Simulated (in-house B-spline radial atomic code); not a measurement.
A fraction x of an electron is removed from 1s in Be III (Be2+), starting from 1s2 and keeping the highest spin. Method: scalar-relativistic (X2C) LDA PW92, spin-polarised, spherical fractional occupations, Fermi nucleus of rms radius 2.519 fm. Calculated with a radial B-spline atomic code at the basis-set limit.

```
   x  E(x) - E(0) (eV)  1s down level (eV)
   0            0.0000            -130.794
0.07            9.2666            -133.965
0.16           21.5065            -138.028
0.36           50.0062            -146.929
0.41           57.4073            -149.107
 0.5           71.0007            -152.950
0.56           80.2527            -155.440
0.71          104.0148            -161.276
0.85          126.9258            -165.802
0.96          145.2830            -167.304
```
